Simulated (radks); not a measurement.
Results of a calculation; reference values are marked as such.
Te IV, 49 electrons, occupied as [Kr] 4d10 5s2 5p1. Code: a radial shooting solver on a logarithmic mesh with Libxc functionals. Model: Dirac Kohn-Sham, BLYP, spin-unpolarised, spherical densities, finite nucleus; open shells fill j = l - 1/2 first; Fermi nuclear charge, rms radius 4.7423 fm.

Radial electron density D(r) = 4 pi r^2 rho(r):

r (bohr),D(r) (e/bohr)
0.002047,6.181
0.002383,7.907
0.002774,10.06
0.003204,12.55
0.003729,15.75
0.004342,19.57
0.005054,24.08
0.005884,29.27
0.00685,35.08
0.007911,41.03
0.00921,47.55
0.01072,53.95
0.01248,59.75
0.01453,64.40
0.01678,67.28
0.01954,68.36
0.02274,67.39
0.02648,64.82
0.03082,61.69
0.0356,59.55
0.04144,59.64
0.04824,63.17
0.05616,69.94
0.06538,78.16
0.07551,84.51
0.0879,86.66
0.1023,82.65
0.1191,74.00
0.1387,65.14
0.1615,61.06
0.1865,63.39
0.2171,69.39
0.2527,72.33
0.2942,66.63
0.3425,52.54
0.3955,37.15
0.4605,25.93
0.5361,22.90
0.6241,25.04
0.7265,26.65
0.839,24.57
0.9768,19.14
1.137,12.98
1.324,8.158
1.541,5.149
1.78,3.474
2.072,2.302
2.412,1.405
2.808,0.7346
3.269,0.3134
3.806,0.1050
4.395,0.02862
5.117,0.005269
5.957,0.0006739

D(r) has 4 maxima, at r = 0.0195, 0.0858, 0.249, 0.721 bohr, and minima at 0.0383, 0.164, 0.528 bohr, inside which lie 2.03, 11.22, 28.95 electrons.
